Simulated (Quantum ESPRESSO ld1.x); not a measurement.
Q: Species: Cd4+. Configuration: [Ar] 3d10 4p6 4d8 5p2 (not the ground configuration). Method: Dirac Kohn-Sham, PW91, spin-unpolarised, spherical densities, point nucleus; open shells fill j = l - 1/2 first; computed with ld1.x of Quantum ESPRESSO 7.5.

Spin-orbit splittings of the eigenvalues, e(l+1/2) - e(l-1/2), with zeta = 2 splitting/(2l+1) and mean radii in bohr:

shell  occ.  splitting (eV)  zeta (eV)  <r> j=l-1/2  <r> j=l+1/2
2p        6           192.6      128.4       0.1112       0.1164
3p        6           34.46      22.97       0.3491       0.3600
3d       10               ?          ?       0.3320       0.3355
4p        6           6.415      4.277       0.9015       0.9272
4d        8          0.9653     0.3861        1.074        1.084
4f        0         0.03220   0.009200        2.050        2.055
5p        2           1.082     0.7210        2.232        2.286
5d        0          0.1439    0.05755        2.930        2.947
6p        0          0.3735     0.2490        4.272        4.338

Estimate the 3d splitting.

A: 7.010 eV (zeta = 2.804 eV).
